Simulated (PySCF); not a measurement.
This PySCF input asks for the NMR shieldings of SMILES CCCN[SiH2][SiH2]N, C3H14N2Si2; the geometry comes from GFN2-xTB.

```python
import basis_set_exchange as bse
import numpy as np
from pyscf import gto, dft
from pyscf.prop import nmr

atoms = """
C    -3.698405   -0.158066    0.265621
C    -2.245717   -0.378615   -0.134027
C    -1.391951    0.870968    0.093245
N    -0.018661    0.699873   -0.306275
Si    1.187709    0.037650    0.724805
Si    3.108365    0.037916   -0.522559
N     4.332749   -0.554664    0.539174
H    -4.284144   -1.057435    0.090420
H    -4.134363    0.653779   -0.312958
H    -3.767933    0.098427    1.320094
H    -1.819890   -1.199357    0.446025
H    -2.193108   -0.655442   -1.190460
H    -1.397388    1.126105    1.154371
H    -1.827800    1.711704   -0.461120
H     0.052602    0.530631   -1.298467
H     0.839954   -1.300427    1.271497
H     1.156703    0.909295    1.909303
H     3.642561    1.337471   -0.944834
H     3.004443   -0.742842   -1.779601
H     5.287890   -0.558477    0.219393
H     4.157464   -1.391551    1.070585
"""
names = dict.fromkeys(["C", "N", "Si", "H"], "pcSseg-1")
basis = {el: gto.basis.parse(bse.get_basis(n, elements=[el], fmt="nwchem")) for el, n in names.items()}
mol = gto.M(atom=atoms, basis=basis, charge=0, verbose=0)
mf = dft.RKS(mol, xc="PBE0")
mf.grids.level = 2
mf.grids.alignment = dft.numint.BLKSIZE   # the property module wants whole blocks of grid points
mf.conv_tol = 1e-9
mf.kernel()

calc = nmr.RKS(mf)   # GIAO
C = mf.mo_coeff
Co = C[:, mf.mo_occ > 0]
resp = mf.gen_response(singlet=True, hermi=2)
def vind(x):   # induced exchange potential for any number of trial vectors
    d = np.einsum("pi,xij,qj->xpq", C, 2 * x.reshape(-1, C.shape[1], Co.shape[1]), Co, optimize=True)
    return np.einsum("xpq,pi,qj->xij", resp(d - d.transpose(0, 2, 1)), C, Co, optimize=True).ravel()
mo1, _ = nmr.rhf.solve_mo1(calc, with_cphf=vind)
sigma = calc.kernel(mo1)
for i, s in enumerate(sigma):   # ppm
    print("%2d %-2s %9.2f" % (i, mol.atom_pure_symbol(i), np.trace(s) / 3))
```

Problem. Give the expected output.

Solution. 
```
 0 C     173.79
 1 C     155.39
 2 C     133.54
 3 N     242.55
 4 Si    406.29
 5 Si    404.35
 6 N     272.11
 7 H      30.52
 8 H      30.89
 9 H      30.94
10 H      29.88
11 H      30.68
12 H      29.19
13 H      28.68
14 H      32.24
15 H      26.55
16 H      26.87
17 H      26.75
18 H      26.56
19 H      31.95
20 H      32.24
```

These numbers come from an equivalent density-fitted implementation of the same equations, which agrees with the script to about 0.01 ppm for H and up to a few tenths of a ppm for heavy atoms, so last digits may differ.

Problem. Turn these shieldings into chemical shifts. Shifts are taken against calculated references (same method and geometry level): TMS for 13C (σ = 186.93 ppm), 29Si (σ = 349.16 ppm), 1H (σ = 31.72 ppm); 15N (σ = 267.73 ppm) vs NH3.

Solution. Averaging equivalent atoms: C 2: 53.4; C 1: 31.5; C 0: 13.1; N 3: 25.2; N 6: -4.4; Si 5: -55.2; Si 4: -57.1; H 17/18: 5.06; H 15/16: 5.01; H 12/13: 2.78; H 10/11: 1.43; H 7/8/9: 0.94; H 19/20: -0.38; H 14: -0.53 ppm. Experimental scales use liquid or dissolved standards, which lie at an offset from isolated NH3 (liquid NH3: subtract about 20 ppm).

Size and cost of the density-fitted run: 203 basis functions, 110 s wall time on 1 thread of an Intel Xeon, shared host; peak memory 0.92 GiB.
